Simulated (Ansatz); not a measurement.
Consider the substitution at a C–B bond: `BB(C)CC` + `[NH2][GaH2]` → `CC[NH][GaH2]` + `BBC`.

Computed with Ansatz on PBE0-D4/def2-TZVP structures; ΔE is electronic, products minus reactants. CCSD(T)/CBS adds triple-zeta CCSD(T) − MP2 to the extrapolated MP2 energy (def2 sets, frozen cores). DFT in def2-TZVPP. B3LYP here is the variant with VWN-RPA as its local correlation; programs differ in this. For Ga outer-core shells are correlated without core-valence functions, which leaves a few kJ/mol of doubt a bond. Scalar relativity is left out up to krypton. One conformer a species, not always the lowest.

| level | ΔE (kJ/mol) |
| --- | --- |
| PBE-D4 | 64.2 |
| r2SCAN-D4 | 67.8 |
| B3LYP-D4 | 62.4 |
| B2PLYP | 63.7 |
| PBE0 | 66.0 |
| MP2/def2-TZVPP | 68.8 |
| SCS-MP2/def2-TZVPP | 64.4 |
| MP2/CBS(def2) | 71.1 |

(1) What does CCSD(T)/CBS give? (Best estimate.)

Largest T1 diagnostic among the species: 0.014.

Results:

(1) Ansatz gave: +67.7 kJ/mol. The listed levels differ from it by -3.5, 0.1, -5.3, -4.0, -1.7, 1.1, -3.3, 3.4 kJ/mol.

In def2-TZVPP, CCSD(T) changes the Hartree–Fock value by +5.1 kJ/mol (the triples alone add −0.0 kJ/mol) and MP2 by +8.5 kJ/mol.
